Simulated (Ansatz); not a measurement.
Ligand exchange: HI + BH(CH3)(OH) → H2O + BH(CH3)I

Species: HI (hydrogen iodide), singlet; BH(CH3)(OH), singlet; H2O (water) `O`, singlet; BH(CH3)I, singlet. The partners trade I for OH: H–I and B–OH bonds give way to H–OH and B–I.

Shapes, held fixed at every level: PBE0-D4/def2-TZVP. Flexible molecules stand in one conformer, not always the lowest. Programs: Ansatz 0.2.0. The zero-point and thermal change to 298 K, harmonic and unscaled (PBE0-D4/def2-TZVP), is +4.4 kJ/mol.

| level | kind | ΔH(298 K) (kJ/mol) | less CCSD(T)/def2-TZVPP |
| --- | --- | --- | --- |
| HF/def2-TZVPP | Hartree–Fock | +84.1 | +11.4 |
| B3LYP-D4/def2-TZVPP | global hybrid | +78.1 | +5.4 |
| BHLYP-D4/def2-TZVPP | global hybrid | +78.5 | +5.8 |
| MP2/def2-SVP | perturbation theory | +96.3 | +23.6 |
| CCSD(T)/def2-SVP | coupled cluster or CI | +100.6 | +27.9 |
| CCSD/def2-TZVPP | coupled cluster or CI | +75.4 | +2.7 |
| CCSD(T)/def2-TZVPP | coupled cluster or CI | +72.7 | 0.0 |

The highest level, CCSD(T)/def2-TZVPP, gives ΔH(298 K) = +72.7 kJ/mol; the levels span +72.7 to +100.6. The column of differences is taken from that level and isn't an error. No measured value is set beside it here. For atoms past krypton def2 sets carry core potentials with scalar relativity. Correlated rows may include outer-core shells of I, which these sets cover unevenly.
